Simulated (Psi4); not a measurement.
C3H10B3O3 (SMILES CB1OB(C)[OH+]B(C)O1), charge +1, singlet, geometry from GFN2-xTB; Psi4 with B3LYP5/STO-3G.

Psi4 was given this input:
```
memory 2 GB

molecule mol {
1 1
  C     1.550175    2.523767    0.431863
  B     0.744414    1.206394    0.211466
  O    -0.632979    1.197699    0.084709
  B    -1.407641    0.152811   -0.107211
  C    -2.965982    0.147971   -0.236534
  O    -0.692564   -1.127495   -0.190464
  B     0.769113   -1.194193   -0.069156
  C     1.466271   -2.589119   -0.183227
  O     1.353487   -0.030897    0.118337
  H     1.625321    3.082864   -0.500519
  H     2.562706    2.341066    0.776648
  H     1.053997    3.190038    1.132867
  H    -3.430491    0.350781    0.728127
  H    -3.308962    0.948058   -0.888685
  H    -3.381499   -0.785807   -0.605028
  H    -1.194213   -1.942119   -0.328085
  H     0.786909   -3.435163   -0.127374
  H     2.222421   -2.714809    0.588516
  H     2.008043   -2.670129   -1.125227
}

set basis sto-3g
set reference rks

energy('b3lyp5')
print_variables()
```

### Question
Predict the main parts of the log of this Psi4 run.

### Answer

```
   => Loading Basis Set <=

    Name: STO-3G
    Role: ORBITAL
    Keyword: BASIS

         ---------------------------------------------------------
                                   SCF
               by Justin Turney, Rob Parrish, Andy Simmonett
                          and Daniel G. A. Smith
                              RKS Reference
         ---------------------------------------------------------

  ==> Geometry <==

    Molecular point group: c1
    Full point group: C1

    Geometry (in Angstrom), charge = 1, multiplicity = 1:

       Center              X                  Y                   Z               Mass
    ------------   -----------------  -----------------  -----------------  -----------------
         C            1.541093061878     2.509692099190     0.428862009878    12.000000000000
         B            0.735332061878     1.192319099190     0.208465009878    11.009305360000
         O           -0.642060938122     1.183624099190     0.081708009878    15.994914619570
         B           -1.416722938122     0.138736099190    -0.110211990122    11.009305360000
         C           -2.975063938122     0.133896099190    -0.239534990122    12.000000000000
         O           -0.701645938122    -1.141569900810    -0.193464990122    15.994914619570
         B            0.760031061878    -1.208267900810    -0.072156990122    11.009305360000
         C            1.457189061878    -2.603193900810    -0.186227990122    12.000000000000
         O            1.344405061878    -0.044971900810     0.115336009878    15.994914619570
         H            1.616239061878     3.068789099190    -0.503519990122     1.007825032230
         H            2.553624061878     2.326991099190     0.773647009878     1.007825032230
         H            1.044915061878     3.175963099190     1.129866009878     1.007825032230
         H           -3.439572938122     0.336706099190     0.725126009878     1.007825032230
         H           -3.318043938122     0.933983099190    -0.891685990122     1.007825032230
         H           -3.390580938122    -0.799881900810    -0.608028990122     1.007825032230
         H           -1.203294938122    -1.956193900810    -0.331085990122     1.007825032230
         H            0.777827061878    -3.449237900810    -0.130374990122     1.007825032230
         H            2.213339061878    -2.728883900810     0.585515009878     1.007825032230
         H            1.998961061878    -2.684203900810    -1.128227990122     1.007825032230

  Running in c1 symmetry.

  Rotational constants: A =      0.05694  B =      0.05571  C =      0.02859 [cm^-1]
  Rotational constants: A =   1706.92592  B =   1670.24921  C =    857.14266 [MHz]
  Nuclear repulsion =  426.740109505855401

  Charge       = 1
  Multiplicity = 1
  Electrons    = 66
  Nalpha       = 33
  Nbeta        = 33

  ==> Algorithm <==

  SCF Algorithm Type is DF.
  DIIS enabled.
  MOM disabled.
  Fractional occupation disabled.
  Guess Type is SAD.
  Energy threshold   = 1.00e-06
  Density threshold  = 1.00e-06
  Integral threshold = 1.00e-12

  ==> Primary Basis <==

  Basis Set: STO-3G
    Blend: STO-3G
    Number of shells: 37
    Number of basis functions: 55
    Number of Cartesian functions: 55
    Spherical Harmonics?: true
    Max angular momentum: 1

  ==> DFT Potential <==

   => LibXC <=

    Version 7.1.2
    S. Lehtola, C. Steigemann, M. J. T. Oliveira, and M. A. L. Marques,  SoftwareX 7, 1–5 (2018) (10.1016/j.softx.2017.11.002)

   => Composite Functional: B3LYP5 <=

    B3LYP5 Hyb-GGA Exchange-Correlation Functional

    P. J. Stephens, F. J. Devlin, C. F. Chabalowski, and M. J. Frisch,  J. Phys. Chem. 98, 11623 (1994) (10.1021/j100096a001)

    Deriv               =              1
    GGA                 =           TRUE
    Meta                =          FALSE

    Exchange Hybrid     =           TRUE
    MP2 Hybrid          =          FALSE

   => Exchange Functionals <=

    0.0800   Slater exchange
[...]

  ==> Integral Setup <==

  SCF_SUBTYPE=INCORE selected. In-core MEM_DF algorithm will be used.
  Using in-core AOs.

  ==> MemDFJK: Density-Fitted J/K Matrices <==

    J tasked:                   Yes
    K tasked:                   Yes
    wK tasked:                   No
    Algorithm:                 Core
    Schwarz Cutoff:           1E-12
    Mask sparsity (%):       1.6529
    Fitting Condition:        1E-10

   => Auxiliary Basis Set <=

  Basis Set: (STO-3G AUX)
    Blend: DEF2-UNIVERSAL-JKFIT
    Number of shells: 285
    Number of basis functions: 861
    Number of Cartesian functions: 1013
    Spherical Harmonics?: true
    Max angular momentum: 4

  Minimum eigenvalue in the overlap matrix is 2.1267930250E-01.
  Reciprocal condition number of the overlap matrix is 8.8764034033E-02.
    Using symmetric orthogonalization.

  ==> Pre-Iterations <==

  SCF Guess: Superposition of Atomic Densities via on-the-fly atomic UHF (no occupation information).

   -------------------------
    Irrep   Nso     Nmo
   -------------------------
     A         55      55
   -------------------------
    Total      55      55
   -------------------------

  ==> Iterations <==

                           Total Energy        Delta E     RMS |[F,P]|

   @DF-RKS iter SAD:  -411.04763801909911   -4.11048e+02   0.00000e+00
   @DF-RKS iter   1:  -414.93798506211976   -3.89035e+00   6.55926e-03 ADIIS/DIIS
   @DF-RKS iter   2:  -414.88617013081358    5.18149e-02   9.43233e-03 ADIIS/DIIS
   @DF-RKS iter   3:  -415.02901253713526   -1.42842e-01   9.77212e-04 ADIIS/DIIS
   @DF-RKS iter   4:  -415.03110272982985   -2.09019e-03   2.67148e-04 ADIIS/DIIS
   @DF-RKS iter   5:  -415.03123637650828   -1.33647e-04   4.81678e-05 DIIS
   @DF-RKS iter   6:  -415.03124121842814   -4.84192e-06   4.23029e-06 DIIS
   @DF-RKS iter   7:  -415.03124124752480   -2.90967e-08   2.71114e-06 DIIS
   @DF-RKS iter   8:  -415.03124126013444   -1.26096e-08   7.11555e-07 DIIS
  Energy and wave function converged.

  ==> Post-Iterations <==

   Electrons on quadrature grid:
      Ntotal   =   65.9999464397 ; deviation = -5.356e-05

    Orbital Energies [Eh]
    ---------------------

    Doubly Occupied:

[...]
    Virtual:

[...]
      55A      0.518151

    Final Occupation by Irrep:
              A
    DOCC [    33 ]
    NA   [    33 ]
    NB   [    33 ]

  @DF-RKS Final Energy:  -415.03124126013444

   => Energetics <=

    Nuclear Repulsion Energy =            426.7401095058554006
    One-Electron Energy =               -1399.8948905327233661
    Two-Electron Energy =                 604.7139243424168171
    DFT Exchange-Correlation Energy =     -46.5903845756833022
    Empirical Dispersion Energy =           0.0000000000000000
    VV10 Nonlocal Energy =                  0.0000000000000000
    Total Energy =                       -415.0312412601344931

Computation Completed

Properties will be evaluated at   0.000000,   0.000000,   0.000000 [a0]

Properties computed using the SCF density matrix

 Multipole Moments:

 ------------------------------------------------------------------------------------
     Multipole            Electronic (a.u.)      Nuclear  (a.u.)        Total (a.u.)
 ------------------------------------------------------------------------------------

 L = 1.  Multiply by 2.5417464519 to convert [e a0] to [Debye]
 Dipole X            :          0.2920523           -1.1498830           -0.8578307
 Dipole Y            :          0.4150798           -1.7820275           -1.3669478
 Dipole Z            :          0.1234187           -0.3799546           -0.2565360
 Magnitude           :                                                    1.6340840

 ------------------------------------------------------------------------------------

  Variable Map:
  ----------------------------------------------------------------------------
[...]
  Array Variable Map:
  ----------------------------------------------------------------------------
[...]
[...]
```
